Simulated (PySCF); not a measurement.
Static polarisabilities and like-pair C6 coefficients by linear response at B3LYP/def2-SVPD (PySCF, frozen core in the response, non-relativistic, gas phase), PBE0-D3(BJ)/def2-SVP geometries, one conformer each; atomic units unless stated. Spin–orbit coupling is left out although an atom past zinc is present.

```csv
label,species,α,C6
P,`OCc1ccc(Br)cc1`,110.4,4438
Q,`N#CCCCCC#N`,78.0,2662
R,`[PH4+]`,21.0,184.1
S,`CCO[Si@H]1C=CC=C1F`,98.6,3842
T,`C1C[C@H]([Si@@H](O1)C#CC)F`,100.2,3929
U,`CC#C[Si@@H]1OCC[C@@H]1F`,100.6,3945
```

**Question.** Estimate the unlike-pair coefficients by the rule C6(AB) = 2·C6(AA)·C6(BB) / [C6(AA)·αB/αA + C6(BB)·αA/αB], and compare with the geometric mean, for PR, PT, PU, QU, RS, RU, ST and SU.

**Answer.** 
```tsv
pair	combination rule	geometric mean	ratio
PR	901.9	904	0.998
PT	4173	4176	0.999
PU	4182	4184	0.999
QU	3235	3241	0.998
RS	840.8	841.1	1.000
RU	851.7	852.3	0.999
ST	3885	3885	1.000
SU	3893	3893	1.000
```

The rule is exact for one-pole polarisabilities and never exceeds the geometric mean; the two meet where both partners have the same effective excitation energy. These unlike-pair values are estimates, not computed integrals.
